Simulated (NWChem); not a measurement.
SiH₄O₄; SMILES O[Si](O)(O)O

```xyz
9

O     -0.2649    -1.3792     0.8670
Si     0.0000     0.0000     0.0000
O      1.3792    -0.2649    -0.8670
O     -1.3792     0.2649    -0.8670
O      0.2649     1.3792     0.8670
H      0.5420    -1.8330     1.1486
H      1.8330     0.5420    -1.1486
H     -1.8330    -0.5420    -1.1486
H     -0.5420     1.8330     1.1486
```
Atoms are numbered in this order, from 1.

All runs: NWChem. Pople sets run with spherical d functions. STO-3G and 3-21G are far too small for this property and stand as cheap habits. The geometry was optimised at B3LYP/6-31G* (spherical d). GIAO values for the isolated, static molecule; σ is the absolute isotropic shielding, δ = σ(reference) − σ with the isolated reference molecule computed at the same levels (1H: tetramethylsilane, 17O: water, 29Si: tetramethylsilane).

```
level                δ O1 (ppm)  δ Si2 (ppm)  δ H6 (ppm)
-------------------  ----------  -----------  ----------
B3LYP/6-31G*                [?]          [?]         [?]
Hartree-Fock/6-31G*        20.5        -61.9        2.34
Hartree-Fock/STO-3G       -81.8         -0.5       -2.17
B3LYP/6-311G**             47.7        -60.0        1.69
```

### Question
What belongs in the gaps?

### Answer

- B3LYP/6-31G*, δ O1 (ppm): 30.7
- B3LYP/6-31G*, δ Si2 (ppm): -55.0
- B3LYP/6-31G*, δ H6 (ppm): 1.79
